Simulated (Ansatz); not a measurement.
Species: CHO2 (charge 0, doublet). It need not be the lowest isomer of its formula. 
Geometry from a B3LYP-D3(BJ)/def2-TZVP (Ansatz, an electronic-structure program) optimisation:
```xyz
4

C     -0.3844    -0.1290    -0.0556
O     -0.3996    -0.1022     1.1203
O      0.6420     0.1898    -0.8566
H      0.3676     0.0738    -1.7766
```
Charge 0, spin multiplicity 2.

Basis-set convergence of Hartree-Fock and CCSD correlation energies (hartree) with Ansatz. Cores are frozen in the correlated levels unless marked. Open shells are spin-unrestricted. Spin-orbit coupling is left out. No relativistic terms.

```
basis        functions       E(HF)  E(corr, CCSD)
-----------  ---------  ----------  -------------
aug-cc-pVDZ         78  -188.16313       -0.51214
aug-cc-pVTZ        161         ___            ___
```

Task: Complete the blanks.

Result: 
- aug-cc-pVTZ, E(HF): -188.20942
- aug-cc-pVTZ, E(corr, CCSD): -0.61422
